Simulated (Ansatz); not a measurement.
Molecule: sum formula SiHBr, net charge 0, singlet state. 
Structure (B3LYP-D3(BJ)/def2-TZVP (Ansatz, a quantum-chemistry and plane-wave program) minimum search):
```xyz
3

Si    -0.8792    -0.7820     1.0617
H     -1.8991    -1.2190     0.0169
Br     0.4059     0.3476    -0.4252
```
Charge 0, spin multiplicity 1.

CCSD(T) with Ansatz in growing basis sets, 12 correlated electrons. Cores are frozen in the correlated levels unless marked. Open shells are spin-unrestricted. No spin-orbit coupling. The frozen core is the preceding noble-gas configuration, with the filled d and f shells of earlier blocks. Non-relativistic. Costs are ratios of core time to the smallest set, on shared machines of one kind, and rough; they hold the program's checks for lower states.

```csv
basis,functions,cost over smallest,E(corr) (Eh),electronic atomisation energy (kcal/mol)
def2-TZVPPD,122,1×,-0.3069,159.9
def2-QZVPPD,207,5×,?,?
```

Question: What does the step to def2-QZVPPD buy, and how does its cost grow by formal scaling?

Answer: Formally CCSD grows as o²v⁴ and (T) as o³v⁴; with o = 6 and v going from 97 to 182 both grow 12-fold in the last step, while integrals and the mean field grow more slowly. That step adds 24.1 mEh of correlation energy and 3.5 kcal/mol to the atomisation energy. Row: E(corr) (Eh) -0.3310, electronic atomisation energy (kcal/mol) 163.5.
